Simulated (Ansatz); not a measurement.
`BN(C)CC=C` + HCl → `C=CCCl` + `BNC` at 400 K and 1 bar (substitution at a C–N bond).

Calculated with Ansatz (gas phase, PBE0-D4/def2-TZVP geometries, no zero-point term in ΔE). CBS: MP2 limit from def2 TZ/QZ plus the TZ coupled-cluster correction, frozen cores. This one scheme is used for every species. Each species was taken in one conformer, which may not be the lowest.

```json
{"species": "`BN(C)CC=C`", "CCSD(T)/CBS energy (Eh)": "-237.72529", "H − E (kJ/mol)": "399.0", "S (J/(mol·K))": "382.8"}
{"species": "HCl", "CCSD(T)/CBS energy (Eh)": "-460.38127", "H − E (kJ/mol)": "29.6", "S (J/(mol·K))": "195.4"}
{"species": "`C=CCCl`", "CCSD(T)/CBS energy (Eh)": "-576.92074", "H − E (kJ/mol)": "211.6", "S (J/(mol·K))": "321.0"}
{"species": "`BNC`", "CCSD(T)/CBS energy (Eh)": "-121.18426", "H − E (kJ/mol)": "222.8", "S (J/(mol·K))": "289.6"}
```

H − E and S are ideal-gas, rigid-rotor, harmonic terms from PBE0-D4/def2-TZVP, for one conformer and one mirror image of each species. 1 Eh = 2625.50 kJ/mol, R = 8.31446 J/(mol·K).

Task: By hand: ΔE, ΔH, ΔS and ΔG.

Result: ΔE = (-576.92074) + (-121.18426) − (-237.72529) − (-460.38127) = 0.00156 Eh = 4.1 kJ/mol. Δ(H − E) = 211.6 + 222.8 − 399.0 − 29.6 = 5.8, so ΔH = 9.9 kJ/mol. ΔS = 321.0 + 289.6 − 382.8 − 195.4 = 32.4 J/(mol·K). ΔG = 9.9 − 400 × (32.4)/1000 = -3.1 kJ/mol.

Task: By hand: the equilibrium constant, and the temperature at which ΔG would vanish if ΔH and ΔS stayed fixed.

Result: log₁₀ K = −ΔG/(RT ln 10) = 0.4. ΔG = 0 at ΔH/ΔS = 306 K, though so small a ΔH makes that figure unsure.

TΔS isn't small against ΔH here. The sign of ΔG lies within the doubt. A doubt of 5 kJ/mol in ΔE shifts log₁₀ K by 0.7 here. Other conformers and mirror images would add mixing entropy, several J/(mol·K) or more a flexible species. These are equilibria of isolated gas molecules and say nothing of rates. Largest T1 diagnostic: 0.012 (customary marks: 0.02 for closed shells, 0.045 for open ones).
